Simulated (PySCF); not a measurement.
# Substituent effects on chemical shifts

Parent skeleton `[CH3:1][C:2](=[S:3])[S:4][SiH2:5][Cl:6]`; one hydrogen on atom 5 is replaced by X. Hydrogens on one atom are averaged.

PySCF calculation with shieldings: GIAO PBE0/pcSseg-1 and GFN2-xTB geometry; non-relativistic Hamiltonian, a single conformation, gas phase, one averaged value for each set of equivalent atoms.

References, each an isolated molecule treated in the same way: TMS for 13C (186.93 ppm) and 29Si (349.16 ppm) and 1H (31.72 ppm); 33S (503.73 ppm) vs CS2; HCl for 35Cl (949.78 ppm).

Parent (X = H): C1 43.4, C2 255.9, S3 833.8, S4 278.0, Si5 -24.9, Cl6 -35.2, H(C1) 3.23, H(Si5) 5.61 ppm. Effects are Δδ = δ(X) − δ(H), positive for deshielding.

Q: Order these by the shift of Cl6, most shielded first.
A. X = CH2SiH3
B. X = ethynyl
C. X = SSiH3
D. X = Cl
E. X = nPr
F. X = allyl

A: F (+14.0 ppm), E (+24.6 ppm), A (+30.0 ppm), B (+42.5 ppm), C (+95.3 ppm), D (+101.5 ppm).
